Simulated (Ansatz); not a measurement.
System: HSe (charge 0, doublet). SMILES: [SeH]
Geometry from a B3LYP-D3(BJ)/def2-TZVP (Ansatz, a first-principles code) optimisation:
```
Se
H 1 1.4749
```
Charge 0, spin multiplicity 2.

Wanted: vertical electron affinity (to the singlet state of charge -1; a negative value means that the extra electron is unbound and the number depends on the basis; each state is the SCF solution reached for its spin), in eV. Valence correlation only, unless marked. Open shells are spin-unrestricted. No spin-orbit coupling. The frozen core is the preceding noble-gas configuration, with the filled d and f shells of earlier blocks. Non-relativistic. Anions need diffuse functions: aug- sets have them; def2-D sets add few. CBS marks a two-point X^-3 extrapolation of the correlation energy; Hartree-Fock from the larger set.

```tsv
level	program	vertical electron affinity (eV)	minus last row
wB97X/def2-TZVPD	Ansatz	2.26	-0.10
CCSD/aug-cc-pVDZ	Ansatz	2.06	-0.30
CCSD/aug-cc-pVQZ	Ansatz	2.21	-0.15
CCSD/CBS(def2-TZVPPD,def2-QZVPPD)	Ansatz	2.24	-0.12
CCSD(T)/aug-cc-pVQZ	Ansatz	2.30	-0.06
CCSD(T)/def2-QZVPPD	Ansatz	2.27	-0.09
CCSD(T)/CBS(aug-cc-pVTZ,aug-cc-pVQZ)	Ansatz	2.36	0.00
```
